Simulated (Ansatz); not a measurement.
`[CH3][GeH]([F])[SH]` → `CF` + `[SH][GeH]` at 600 K and 1 bar (germylene formation by 1,1-elimination).

Program: Ansatz. Geometries: PBE0-D4/def2-TZVP. ΔE: electronic, gas phase. CBS: MP2 limit from def2 TZ/QZ plus the TZ coupled-cluster correction, frozen cores. This one scheme is used for every species. For Ge outer-core shells are correlated without core-valence functions, which leaves a few kJ/mol of doubt a bond. Scalar relativity is left out up to krypton. Each species was taken in one conformer, which may not be the lowest.

```json
{"species": "`[CH3][GeH]([F])[SH]`", "CCSD(T)/CBS energy (Eh)": "-2614.81526", "H − E (kJ/mol)": "206.6", "S (J/(mol·K))": "432.8"}
{"species": "`CF`", "CCSD(T)/CBS energy (Eh)": "-139.63461", "H − E (kJ/mol)": "127.6", "S (J/(mol·K))": "254.6"}
{"species": "`[SH][GeH]`", "CCSD(T)/CBS energy (Eh)": "-2475.08182", "H − E (kJ/mol)": "71.1", "S (J/(mol·K))": "311.2"}
```

H − E and S are ideal-gas, rigid-rotor, harmonic terms from PBE0-D4/def2-TZVP, for one conformer and one mirror image of each species. 1 Eh = 2625.50 kJ/mol, R = 8.31446 J/(mol·K).

Question: By hand: ΔE, ΔH, ΔS and ΔG.

Answer: ΔE = (-139.63461) + (-2475.08182) − (-2614.81526) = 0.09883 Eh = 259.5 kJ/mol. Δ(H − E) = 127.6 + 71.1 − 206.6 = -7.9, so ΔH = 251.6 kJ/mol. ΔS = 254.6 + 311.2 − 432.8 = 133.0 J/(mol·K). ΔG = 251.6 − 600 × (133.0)/1000 = 171.8 kJ/mol.

Question: By hand: the equilibrium constant, and the temperature at which ΔG would vanish if ΔH and ΔS stayed fixed.

Answer: log₁₀ K = −ΔG/(RT ln 10) = -15.0. ΔG = 0 at ΔH/ΔS = 1892 K.

The number of gas molecules changes by +1, which sets the sign of ΔS. A doubt of 5 kJ/mol in ΔE shifts log₁₀ K by 0.4 here. Other conformers and mirror images would add mixing entropy, several J/(mol·K) or more a flexible species. These are equilibria of isolated gas molecules and say nothing of rates. Largest T1 diagnostic: 0.015 (customary marks: 0.02 for closed shells, 0.045 for open ones).
